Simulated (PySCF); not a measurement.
Species: Sn(vinyl)Br3, C₂H₃Br₃Sn.
Structure used (PBE0-D3(BJ)/def2-SVP), in Å, numbered top down from 1:
```xyz
9
C2H3Br3Sn angstrom
Sn    -0.1120    0.3000   -1.2396
C     -0.2150    0.3364    0.8801
C      0.2949   -0.6446    1.6245
H     -0.6974    1.2129    1.3267
H      0.7818   -1.5277    1.1977
H      0.2450   -0.6045    2.7191
Br     2.2324    0.2747   -2.0365
Br    -1.2073    2.2710   -2.2526
Br    -1.1896   -1.6877   -2.2451
```

Computed, not measured: TDDFT B3LYP/def2-SVPD, vertical, gas phase, core orbitals frozen in the response, def2 core potentials past Kr in PySCF. Spin–orbit coupling is left out.

Transition dipole moments from the ground state, in atomic units and in the frame of the coordinates above (overall signs are arbitrary), for the states with f of 0.002 or more among the lowest 8:

| state | E (hartree) | μx | μy | μz |
| --- | --- | --- | --- | --- |
| S2 | 0.1650 | 0.271 | 0.141 | 0.047 |
| S3 | 0.1693 | 0.214 | -0.433 | 0.107 |
| S4 | 0.1742 | 0.100 | -0.044 | -0.730 |
| S5 | 0.1784 | 0.029 | -0.409 | 0.130 |
| S6 | 0.1791 | 0.466 | 0.098 | 0.099 |
| S7 | 0.1888 | 0.363 | 0.196 | 0.034 |
| S8 | 0.2012 | -0.097 | 0.144 | 0.032 |

(1) Work out the oscillator strengths.

(2) Which bond between heavy atoms lies closest to the direction of the S4 transition dipole?

(3) What angle do the transition dipoles of S3 and S6 make?

(4) What peak molar absorption coefficient would the strongest computed level give as a lone Gaussian band 0.3 eV wide at half height?

## Answers

(1) f = (2/3) ΔE |μ|² with ΔE in hartree (27.2114 eV).

| state | \|μ\|² (au) | \|μ\| (D) | f |
| --- | --- | --- | --- |
| S2 | 0.096 | 0.79 | 0.011 |
| S3 | 0.245 | 1.26 | 0.028 |
| S4 | 0.545 | 1.88 | 0.063 |
| S5 | 0.185 | 1.09 | 0.022 |
| S6 | 0.237 | 1.24 | 0.028 |
| S7 | 0.172 | 1.05 | 0.022 |
| S8 | 0.031 | 0.45 | 0.004 |

(2) Sn1–C2, at 6° from it; next C2–C3 and Sn1–Br7 at 63°.

(3) |cos θ| = |μa·μb| / (|μa| |μb|) = 0.28, so θ ≈ 74° (taken between 0 and 90°, since the signs are arbitrary).

(4) ε(max) = 2.175×10⁸ f / FWHM, with the width in cm⁻¹. S4: 2.175×10⁸ × 0.0633 / 2420 ≈ 5700 L mol⁻¹ cm⁻¹.

All these states lie below the vertical ionisation energy of 10.07 eV (ΔSCF).

One conformer stands for the species.
